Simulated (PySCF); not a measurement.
Ligands exchanged one at a time, Al NH2-H. Isolated molecules, 0 K electronic values unless said otherwise. Strings in code marks are SMILES.

The dipole moment from two functionals at the same geometries (r2SCAN-D4/def2-TZVP), both in PySCF: PBE-D3(BJ)/def2-TZVP and r2SCAN-D4/def2-TZVP. 

```csv
species,PBE-D3(BJ)/def2-TZVP (D),r2SCAN-D4/def2-TZVP (D)
0 of 3 NH2 replaced by H (`[Al]([NH2])([NH2])[NH2]`),0.00,0.00
1 of 3 NH2 replaced by H,1.30,1.30
2 of 3 NH2 replaced by H,1.38,1.36
3 of 3 NH2 replaced by H (`[AlH3]`),0.01,0.01
```

Over these rows, drawn at random from the members with no instability flagged (it was tested for open shells, ions and some series alone), PBE minus r2SCAN-D4: mean +0.01 D, from 0.00 D to +0.03 D.
